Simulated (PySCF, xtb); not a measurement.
C5H8Si, SMILES C#CC(=C)[SiH2]C. Atoms are numbered in the order given.

```xyz
14

C      1.0472    -1.0141     2.2167
C      1.0039    -0.5348     1.1000
C      0.8518     0.0102    -0.2111
C      1.8831     0.5607    -0.8862
Si    -0.8941    -0.0678    -0.9476
C     -2.1188     0.7830     0.1986
H      1.1086    -1.4353     3.2020
H      2.8901     0.6115    -0.4595
H      1.7438     0.9755    -1.8884
H     -1.2786    -1.4987    -1.1307
H     -0.8441     0.5960    -2.2842
H     -1.8701     1.8498     0.3137
H     -2.0889     0.3149     1.1953
H     -3.1470     0.7058    -0.1892
```
Charge 0, spin multiplicity 1.

Geometry optimised at B3LYP-D3(BJ)/def2-SVP. The structure was generated by enumeration, and PubChem lists no compound with its InChIKey, so it may never have been made. Other conformers were not sampled.

Calculation: C-PCM-PBE0/def2-SVP (PySCF).

The values are the electrostatic part of the solvation free energy, E(continuum) − E(gas) at the gas-phase geometry, in a cavity of scaled van der Waals radii (PySCF's table); cavitation and dispersion terms are not included. In vacuum the orbital gap is 6.06 eV. The dipole moment in vacuum is 0.59 D.

Estimate the values in water (ε = 78.36), benzene (ε = 2.27), methanol (ε = 32.61). (The exact figures need the calculation; the answer reports its results.)


| solvent | ε | ΔG(elec) (kcal/mol) | dipole (D) | gap (eV) |
|---|---|---|---|---|
| water | 78.36 | -3.1 | 0.79 | 6.11 |
| benzene | 2.27 | -1.7 | 0.68 | 6.08 |
| methanol | 32.61 | -3.1 | 0.79 | 6.11 |

For comparison, GFN2-xTB/ALPB(water) (xtb, at the GFN2-xTB geometry, all terms of that model) gives -0.8 kcal/mol.
